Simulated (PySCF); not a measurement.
Compound: C6H4OS.
Numbering: `[cH:1]1[cH:2][c:3]2[s:4][cH:5][cH:6][c:7]2[o:8]1` (hydrogens: H9 on C1; H10 on C2; H11 on C5; H12 on C6)

All values: PBE0/pcSseg-1 and CAM-B3LYP/def2-SVPD (PySCF, non-relativistic), on one gas-phase PBE0-D3(BJ)/def2-SVP geometry that isn't relaxed in the solvent. The solvent is an IEF-PCM continuum (Bondi radii, 1.10 Å for H, scaled by 1.2). The model holds no explicit solvent molecules, cavitation or dispersion.

Gas phase at PBE0/pcSseg-1: HOMO -6.31 eV, LUMO -0.62 eV, dipole 0.24 D.

Task: What does the continuum do to the energy, the frontier levels and the dipole at PBE0/pcSseg-1 in chloroform?

Result: 
| solvent | ε | E(solvent) − E(gas) (kJ/mol) | polarisation term (kJ/mol) | distortion of the solute (kJ/mol) | HOMO (eV) | LUMO (eV) | dipole (D) |
| --- | --- | --- | --- | --- | --- | --- | --- |
| chloroform | 4.711 | -12.07 | -13.02 | 0.95 | -6.31 | -0.63 | 0.27 |

The first energy column is the sum of the next two and covers electrostatics alone.

Task: Which ESP-fitted charges (PBE0/pcSseg-1) respond most in chloroform (means over atoms taken as equivalent)?

Result: 
| atoms | environment | gas (e) | solvent (e) | change |
| --- | --- | --- | --- | --- |
| H11 | aromatic hydrogen | +0.274 | +0.290 | +0.016 |
| C6 | aromatic CH carbon | -0.388 | -0.404 | -0.016 |
| H12 | aromatic hydrogen | +0.239 | +0.254 | +0.015 |
| H9 | aromatic hydrogen | +0.204 | +0.219 | +0.015 |
| H10 | aromatic hydrogen | +0.252 | +0.266 | +0.014 |
| O8 | furan-type oxygen | -0.210 | -0.224 | -0.014 |
| C3 | ring-fusion aromatic carbon | +0.056 | +0.042 | -0.014 |
| C5 | aromatic CH next to a ring sulfur | -0.347 | -0.356 | -0.009 |
| C2 | aromatic CH carbon | -0.403 | -0.408 | -0.005 |
| C1 | aromatic CH next to a ring oxygen | -0.091 | -0.096 | -0.005 |
| C7 | ring-fusion aromatic carbon | +0.385 | +0.389 | +0.004 |
| S4 | thiophene-type sulfur | +0.030 | +0.027 | -0.003 |

Task: How do the nuclear quadrupole coupling constants eQVzz/h respond in chloroform?

Result: 
| nucleus | Q (barn) | gas (MHz) | solvent (MHz) | η gas | η solvent |
| --- | --- | --- | --- | --- | --- |
| 33S at S4 | -0.06781 | -32.87 | -32.67 | 0.80 | 0.79 |
| 17O at O8 | -0.0256 | -9.25 | -9.18 | 0.22 | 0.23 |

Gas phase at CAM-B3LYP/def2-SVPD: HOMO -7.49 eV, LUMO 0.37 eV, dipole 0.19 D.

Task: What does the continuum do to the energy, the frontier levels and the dipole at CAM-B3LYP/def2-SVPD in chloroform?

Result: 
```tsv
solvent	ε	E(solvent) − E(gas) (kJ/mol)	polarisation term (kJ/mol)	distortion of the solute (kJ/mol)	HOMO (eV)	LUMO (eV)	dipole (D)
chloroform	4.711	-11.05	-12.05	1.00	-7.47	0.39	0.21
```

Task: How does the static polarisability (CAM-B3LYP/def2-SVPD, frozen core, with the continuum's full static response) change?

Result: 
```
    medium  isotropic (au)  principal values (au)  ⟨r²⟩ of the electrons (bohr²)
       gas            86.4      53.1, 89.8, 116.3                          916.3
chloroform           110.8     66.7, 116.1, 149.6                          915.3
```

The isotropic value in chloroform is 1.28 times the gas-phase one; no cavity-field correction is applied. ⟨r²⟩ is taken about the centre of nuclear charge.
